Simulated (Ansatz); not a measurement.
Cl$_{2}$Mg, singlet, geometry from GFN2-xTB (such geometries of metal compounds can be far from the true shape); CAM-B3LYP/3-21G run with Ansatz (a quantum-chemistry and plane-wave program).

Ansatz was given this input:
Ansatz 0.2 input:
```yaml
crystal:
  periodic: [false, false, false]
  atoms:
    - {symbol: Mg, position_ang: [0.19399681, 0.27820801, 0.27282162]}
    - {symbol: Cl, position_ang: [1.38743119, 0.24793396, -1.48450411]}
    - {symbol: Cl, position_ang: [-1.52437011, -0.44431609, 1.29192414]}
basis:
  gaussian:
    orbitals: 3-21G.json
hamiltonian:
  xc: cam_b3lyp
```
The basis file holds 3-21G in the JSON format of the Basis Set Exchange.

The log (banner, timings and long lists left out):

```
Functional definition: CAM-B3LYP
399 factors; integrals over basis functions are off by at most 1.6e-4 eV
152 factors; integrals over basis functions are off by at most 5.1e-5 eV
mean field evaluation 1: about -30340.4201 eV, gradient 2.2e1 eV
mean field evaluation 2: about -30341.1880 eV, gradient 1.9e1 eV
mean field evaluation 4: about -30342.0998 eV, gradient 4.6e-1 eV
mean field evaluation 8: about -30342.1441 eV, gradient 2.2e-2 eV
mean field -30342.14411026 eV, -1115.0532294082 hartree, gradient 8.2e-5 eV, S^2 0.000000; 0 other end points of the search recorded, 0 dependent functions left out
reference -30342.14421804 eV, -1115.0532333688 hartree; 23, 23 occupied and 16, 16 virtual orbitals, 399 factors
Total energy: -30342.14421804 eV, -1115.0532333688 hartree
```
